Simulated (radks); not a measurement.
Values are calculated unless marked as measured or tabulated.
Question: Species: Tc XXVIII. Configuration: [Ne] 3s2 3p4. Level of theory: non-relativistic Kohn-Sham, PBE, spin-polarised, spherical densities, point nucleus; open shells are filled with parallel spins first (spin-orbit coupling, left out, can overturn this in heavy ions); relativity is left out, which matters for an element this heavy (a radial shooting solver on a logarithmic mesh with Libxc functionals). Some entries of the table are withheld. Estimate them.

orbital  occ.  eigenvalue (Ry)  r(max) (bohr)  <1/r> (bohr^-1)
1s up       1        -1588.555        0.02345            42.48
1s down     1        -1588.316        0.02345            42.49
2s up       1              (1)         0.1302            9.709
2s down     1              (2)         0.1302            9.711
2p up       3        -286.3779         0.1023            9.681
2p down     3        -286.1205         0.1024            9.679
3s up       1              (3)         0.3554            3.865
3s down     1              (4)         0.3556            3.855
3p up       3              (5)         0.3383            3.808
3p down     1              (6)         0.3385            3.803

Answer: 
(1) 2s up eigenvalue (Ry): -301.4893
(2) 2s down eigenvalue (Ry): -301.3146
(3) 3s up eigenvalue (Ry): -112.0929
(4) 3s down eigenvalue (Ry): -111.3152
(5) 3p up eigenvalue (Ry): -106.6517
(6) 3p down eigenvalue (Ry): -105.8643
